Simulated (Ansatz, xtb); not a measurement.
**A geometry optimisation of F2H2PSi with r2SCAN-D4/def2-SVP**

The starting geometry of this gas-phase doublet has its atoms placed at random.

```xyz
6

F    -0.3600   -1.0785    0.4403
F     0.7939    1.2000    0.2637
P    -0.1280   -0.0045   -0.8019
Si    0.4021   -1.7954   -0.7401
H     0.4312   -0.8431    0.9172
H     1.0046    0.3443   -1.3521
```

Task: One run relaxed it with r2SCAN-D4/def2-SVP. What is a likely outcome?

Result: It ends as a structure given below by its coordinates. Distances that change by over a tenth: F1–Si4 (1.58 → 2.09 Å), P3–Si4 (1.87 → 2.34 Å). Contacts that open: F1–P3 (1.66 → 2.83 Å).

The energy falls by 10.34 eV over 16 steps:

```
step  E − E(last) (eV)
   1            10.337
   3             2.097
   4             0.873
   6             0.114
   8             0.011
   9             0.004
  11             0.001
  13             0.000
  14             0.000
  16             0.000
```

Final geometry (Å):

```yaml
atoms:
  - { symbol: F, position_ang: [-0.2594, -1.3916, 1.0630] }
  - { symbol: F, position_ang: [0.6761, 0.7127, 0.4658] }
  - { symbol: P, position_ang: [0.0041, 0.3681, -1.1312] }
  - { symbol: Si, position_ang: [0.3704, -1.9223, -0.8567] }
  - { symbol: H, position_ang: [0.1494, -0.4860, 1.0886] }
  - { symbol: H, position_ang: [1.2029, 0.5419, -1.9026] }
```

From the same start GFN2-xTB reaches the same bonding as this run.

From so rough a start the end depends on the optimiser's path, so another program may land elsewhere. The end wasn't checked by frequencies. Open shells are spin-unrestricted. Run with Ansatz 0.2.0, 4.4 min on 1 thread of AMD EPYC (Zen 3) (shared host).
